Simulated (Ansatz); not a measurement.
Reaction (isomerisation): `[SiH3]C1B[SiH2][SiH2]1` → `C[SiH2][SiH]1B[SiH2]1`

Program: Ansatz. Geometries: PBE0-D4/def2-TZVP. ΔE: electronic, gas phase. CBS: MP2 limit from def2 TZ/QZ plus the TZ coupled-cluster correction, frozen cores. DFT in def2-TZVPP. B3LYP here is the variant with VWN-RPA as its local correlation; programs differ in this. One conformer a species, not always the lowest.

| level | ΔE (kJ/mol) | difference from CCSD(T)/CBS |
| --- | --- | --- |
| r2SCAN-D4 | 69.8 | -5.0 |
| PBE0-D4 | 70.6 | -4.2 |
| B3LYP-D4 | 70.0 | -4.8 |
| B2PLYP | 70.1 | -4.7 |
| PBE | 54.2 | -20.6 |
| r2SCAN | 69.1 | -5.7 |
| PBE0 | 67.1 | -7.7 |
| B3LYP | 62.6 | -12.2 |
| MP2/def2-TZVPP | 81.2 | 6.4 |
| SCS-MP2/def2-TZVPP | 81.9 | 7.1 |
| CCSD/def2-TZVPP | 78.0 | 3.2 |
| CCSD(T)/def2-TZVPP | 73.3 | -1.5 |
| HF/def2-QZVPP | 93.0 | 18.2 |
| SCS-MP2/def2-QZVPP | 83.2 | 8.4 |
| HF/CBS(def2) | 93.2 | 18.4 |
| CCSD/CBS(def2) | 79.5 | 4.7 |
| CCSD(T)/CBS | 74.8 | 0 |

Largest T1 diagnostic among the species: 0.015.

From PBE to PBE0 (25 % exact exchange), in def2-TZVPP and without D4, ΔE moves by +12.9 kJ/mol. In def2-TZVPP, CCSD(T) changes the Hartree–Fock value by −18.3 kJ/mol (the triples alone add −4.7 kJ/mol) and MP2 by −10.4 kJ/mol.
